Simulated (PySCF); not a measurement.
Structure with atom numbers: `[CH3:1][O:2][C@@H:3]([C:4]#[N:5])[SiH2:6][CH:7]=[C:8]=[O:9]`. Hydrogens are named by the atom that carries them. Ha(Si6) is pro-R; Hb(Si6) is pro-S.

Method: shielding tensors at PBE0/pcSseg-1 (GIAO), GFN2-xTB structure, in PySCF 2.14 (in vacuum, single conformer, non-relativistic, rapidly exchanging positions averaged).

**Question.** List the cross peaks expected in HSQC, COSY and HMBC spectra.

**Answer.** 

HSQC (one-bond C–H):
```
          δH         δC
3.67 (H(C1))  61.9 (C1)
3.65 (H(C3))  59.4 (C3)
1.52 (H(C7))  -6.8 (C7)
```

COSY cross peaks (H two or three bonds apart, from the bond graph; peaks can be absent where the dihedral angle is near 90°):
```
            δH              δH
4.88 (Hb(Si6))  4.73 (Ha(Si6))
4.88 (Hb(Si6))    3.65 (H(C3))
4.88 (Hb(Si6))    1.52 (H(C7))
4.73 (Ha(Si6))    3.65 (H(C3))
4.73 (Ha(Si6))    1.52 (H(C7))
```

HMBC (two and three bonds, from the bond graph):
```
            δH                                            δC
4.88 (Hb(Si6))  182.3 (C8), 121.2 (C4), 59.4 (C3), -6.8 (C7)
4.73 (Ha(Si6))  182.3 (C8), 121.2 (C4), 59.4 (C3), -6.8 (C7)
  3.67 (H(C1))                                     59.4 (C3)
  3.65 (H(C3))              121.2 (C4), 61.9 (C1), -6.8 (C7)
  1.52 (H(C7))                         182.3 (C8), 59.4 (C3)
```

Shifts are taken against calculated references (same method and geometry level): TMS for $^{1}$H (σ = 31.72 ppm) and $^{13}$C (σ = 186.93 ppm).

Short H···H contacts in this conformer between protons four or more bonds apart (candidates for NOE cross peaks, intensity ∝ r⁻⁶): H(C1)···H(C3) 2.41 Å.

Shifts are as computed. Against solution values, carbons near 30 ppm lie about +3 ppm off and those near 130 ppm about +5 ppm. Of 1309 compounds with measured shifts, 239 miss one by over three times the rms of a fit or turn the order of signals round; such compounds aren't used in these exercises.
